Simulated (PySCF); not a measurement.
CH7GeNOSi, SMILES [OH][Ge@@H]1[CH2]N[SiH2]1.

Geometry: PBE0-D3(BJ)/def2-SVP. The structure was generated by enumeration; whether it is a known compound was not checked. Other conformers were not sampled.

Method: PBE0-D3(BJ)/def2-SVP run with PySCF 2.14.0.

Frequencies are harmonic and unscaled.

Computed normal modes with their intensities:
| mode | ν (cm⁻¹) | IR (km/mol) | moving atoms (share of kinetic energy) |
|---|---|---|---|
| 1 | 74 | 5.8 | N 35 %, H 32 %, O 21 % |
| 2 | 135 | 71.6 | H 81 %, N 8 % |
| 3 | 151 | 33.2 | O 54 %, H 19 %, Si 13 %, Ge 12 % |
| 4 | 197 | 7.2 | H 33 %, O 31 %, C 18 %, Ge 14 % |
| 5 | 343 | 3.3 | Si 35 %, Ge 33 %, H 11 %, N 9 % |
| 6 | 394 | 26.2 | H 31 %, Si 30 %, N 19 %, C 10 %, Ge 9 % |
| 7 | 418 | 83.6 | H 72 %, N 10 % |
| 8 | 450 | 10.7 | H 80 %, Si 9 % |
| 9 | 589 | 26.8 | H 87 %, C 10 % |
| 10 | 643 | 67.3 | C 49 %, H 31 % |
| 11 | 666 | 41.3 | H 82 %, Si 8 % |
| 12 | 694 | 225.8 | O 59 %, H 22 %, Ge 17 % |
| 13 | 737 | 70.1 | H 75 %, O 19 % |
| 14 | 761 | 5.9 | H 66 %, N 17 %, Si 11 % |
| 15 | 812 | 10.2 | H 69 %, C 15 %, N 10 % |
| 16 | 833 | 110.4 | H 48 %, N 26 %, Si 21 % |
| 17 | 899 | 65.5 | H 89 %, O 8 % |
| 18 | 994 | 149.2 | H 93 % |
| 19 | 1089 | 17.5 | H 43 %, N 28 %, C 28 % |
| 20 | 1169 | 18.5 | H 65 %, C 25 %, N 10 % |
| 21 | 1172 | 2.6 | H 85 %, C 10 % |
| 22 | 1339 | 36.6 | H 64 %, N 24 %, C 12 % |
| 23 | 1480 | 2.9 | H 92 % |
| 24 | 2111 | 176.2 | H 99 % |
| 25 | 2181 | 169.9 | H 96 % |
| 26 | 2191 | 164.1 | H 97 % |
| 27 | 3027 | 51.2 | H 95 % |
| 28 | 3083 | 24.2 | H 90 %, C 10 % |
| 29 | 3630 | 17.6 | H 93 % |
| 30 | 3913 | 93.8 | H 94 % |
